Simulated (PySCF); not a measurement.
**Ionisation energy of Sn⁺ by level of theory**

Sn⁺ [Kr] 4d10 5s2 5p1 (2P) → Sn²⁺ [Kr] 4d10 5s2 (1S), as a difference of total energies. All numbers are calculated (PySCF 2.14, scalar relativity through the core potential, in def2-TZVPPD with the def2 core potential (28 electrons) (7s5p4d2f, 56 functions)). Correlated levels: valence and next inner shell: nothing frozen outside the core potential. The calculations carry no spin-orbit coupling.

```
                                method  ionisation energy (eV)
                                   UHF                  13.749
    MP2 (valence and next inner shell)                  14.081
SCS-MP2 (valence and next inner shell)                  14.018
   CCSD (valence and next inner shell)                  14.120
CCSD(T) (valence and next inner shell)                  14.139
```

**Question.** How much does correlation contribute at CCSD(T) (valence and next inner shell)?

**Answer.** 14.139 − (13.749) = 0.390 eV, measured against UHF.

Errors of the correlated levels include the incompleteness of this basis.

For comparison: 14.282 eV (measured; NIST levels, between the centres of gravity of the two terms).
